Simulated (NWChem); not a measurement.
Molecule: SeF$_{4}$; SMILES F[Se](F)(F)F

Results from NWChem. Coordinates come from a PBE0/def2-SVP optimisation. Ions are spin-unrestricted doublets at the neutral geometry; other ion states weren't tried.

Estimate the computed values for PBE/def2-SVP. Quantities: vertical ionisation energy, ΔSCF (eV); −ε(HOMO) (eV).


```json
{
  "vertical ionisation energy, ΔSCF (eV)": "12.22",
  "−ε(HOMO) (eV)": "8.25"
}
```
